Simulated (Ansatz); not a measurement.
Relaxation of CH10Ge2Si (14 atoms, charge 0, multiplicity 1), to a largest force component of 0.015 eV/Å in at most 40 steps.

Theory: RHF/def2-mTZVP in Ansatz.

```xyz
14
Properties=species:S:1:pos:R:3:forces:R:3
C -1.380 1.572 -0.226 -2.07 2.29 -1.64
Ge -0.599 0.723 1.275 0.64 0.67 1.55
Ge 1.331 -0.416 0.505 1.82 0.41 1.56
Si 0.852 -1.821 -1.217 -3.29 0.11 -0.80
H -1.701 0.856 -1.021 0.41 0.81 0.81
H -0.715 2.361 -0.677 -0.67 -1.16 0.43
H -2.313 2.152 0.106 1.39 -1.03 -0.64
H -1.550 -0.282 1.872 -0.44 -0.35 0.31
H -0.201 1.791 2.390 -0.28 -0.59 -0.60
H 2.402 0.618 0.034 -0.20 -0.19 0.15
H 1.960 -1.240 1.705 -0.18 0.35 -0.57
H -0.189 -2.802 -0.714 0.48 0.32 -0.26
H 0.140 -1.016 -2.321 0.67 -0.60 0.59
H 1.949 -2.522 -1.683 1.70 -1.04 -0.90
```

Question: Where does it end, and by what steps?

Answer: The forces met the threshold. The force dipped under the threshold on the way, but the program's further checks kept it going. After 12 steps the energy has fallen by 0.599 eV; H13 moved furthest, 0.38 Å.

| step | energy less start (eV) | largest force component (eV/Å) | accepted |
| --- | --- | --- | --- |
| 0 | 0.0000 | 3.295 | yes |
| 1 | -0.5291 | 0.824 | yes |
| 2 | -0.5799 | 0.304 | yes |
| 3 | -0.5937 | 0.071 | yes |
| 4 | -0.5961 | 0.015 | yes |
| 5 | -0.5975 | 0.054 | yes |
| 6 | -0.5978 | 0.030 | yes |
| 7 | -0.5981 | 0.005 | yes |
| 8 | -0.5984 | 0.042 | yes |
| 9 | -0.5985 | 0.062 | yes |
| 10 | -0.5986 | 0.057 | yes |
| 11 | -0.5987 | 0.034 | yes |
| 12 | -0.5987 | 0.015 | yes |

```xyz
14
Properties=species:S:1:pos:R:3
C -1.493 1.815 -0.159
Ge -0.646 0.759 1.274
Ge 1.364 -0.417 0.476
Si 0.890 -2.030 -1.249
H -1.804 1.179 -0.978
H -0.806 2.556 -0.548
H -2.367 2.330 0.217
H -1.652 -0.278 1.814
H -0.260 1.686 2.443
H 2.371 0.616 -0.069
H 2.042 -1.134 1.661
H -0.065 -3.041 -0.753
H 0.289 -1.355 -2.418
H 2.124 -2.715 -1.682
```

Whether the end is a true minimum wasn't checked by a vibrational analysis.

The run took 43 s on 2 threads of Intel(R) Xeon(R) Platinum 8488C (Sapphire Rapids) (shared host), peak memory 0.42 GiB.
